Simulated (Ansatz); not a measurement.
Program: Ansatz. Geometries: PBE0-D4/def2-TZVP. ΔE: electronic, gas phase. CCSD(T)/CBS is the MP2 limit (def2-TZVPP, def2-QZVPP) plus CCSD(T) − MP2 in def2-TZVPP, frozen cores. This one scheme is used for every species. DFT in def2-TZVPP. B3LYP here is the variant with VWN-RPA as its local correlation; programs differ in this. For Br outer-core shells are correlated without core-valence functions, which leaves a few kJ/mol of doubt a bond. Scalar relativity is left out up to krypton. One conformer a species, not always the lowest.

Reaction (ligand exchange at the Si–O bond): `C=C[SiH](O)Cl` + HBr → `C=C[SiH](Cl)Br` + H₂O

`C=C[SiH](O)Cl`:

Cartesian coordinates in Å:
```
C 1.302 0.577 -0.867
C 0.010 0.267 -0.942
Si -0.870 -0.618 0.421
O 0.030 -0.692 1.784
Cl -2.634 0.394 0.766
H 1.821 1.095 -1.669
H 1.900 0.319 0.003
H -0.544 0.544 -1.836
H -1.221 -2.013 0.089
H 0.205 0.127 2.250
```

HBr:

Cartesian coordinates in Å:
```
Br -0.621 -0.256 -0.230
H 0.621 0.256 0.230
```

`C=C[SiH](Cl)Br`:

Cartesian coordinates in Å:
```
C 1.375 -0.736 -0.356
C 0.645 0.087 0.391
Si -1.138 0.354 0.026
Cl -2.287 -0.169 1.638
Br -1.514 2.489 -0.428
H 0.949 -1.276 -1.197
H 2.430 -0.909 -0.163
H 1.107 0.611 1.224
H -1.566 -0.451 -1.137
```

H₂O:

Cartesian coordinates in Å:
```
O -0.310 0.053 -0.229
H 0.505 0.559 -0.225
H -0.194 -0.612 0.454
```

```csv
level,ΔE (kcal/mol),difference from CCSD(T)/CBS
B3LYP-D4,2.4,1.7
ωB97X-V,2.4,1.7
ωB97M-V,2.2,1.5
BLYP,3.5,2.8
PBE0,0.8,0.1
r2SCANh,2.1,1.4
BHLYP,4.0,3.3
HF/def2-SVP,4.2,3.5
MP2/def2-SVP,2.5,1.8
CCSD/def2-SVP,3.8,3.1
HF/def2-TZVPP,4.6,3.9
CCSD/def2-TZVPP,3.1,2.4
CCSD(T)/def2-TZVPP,2.7,2.0
MP2/def2-QZVPP,-0.1,-0.8
HF/CBS(def2),4.7,4.0
CCSD/CBS(def2),1.1,0.4
CCSD(T)/CBS,0.7,0
```

Q: What do rigid-rotor, harmonic-oscillator terms from PBE0-D4/def2-TZVP frequencies (298.15 K, 1 bar) make of the CCSD(T)/CBS value? (An estimate is asked.)

A: Computed: ΔZPE = +1.5 kcal/mol, ΔH = +2.5 kcal/mol, ΔS = 7 J/(mol·K), ΔG = +2.0 kcal/mol.

Largest T1 diagnostic among the species: 0.011.

In def2-TZVPP, CCSD(T) changes the Hartree–Fock value by −1.9 kcal/mol (the triples alone add −0.4 kcal/mol) and MP2 by −3.5 kcal/mol. Leaving LDA and LC-ωPBE aside and taking each functional with its dispersion term where it has one, the values, not all of them listed here, spread over 4.1 kcal/mol, from revPBE-D4 to CAM-B3LYP-D4. LDA lies +1.6 kcal/mol from PBE without D4. The D4 term adds −1.1 kcal/mol with B3LYP and −0.6 kcal/mol with PBE0; it sums over pairs of atoms, weighted by their polarisabilities, and B3LYP, whose exchange is more repulsive, gets the larger term.
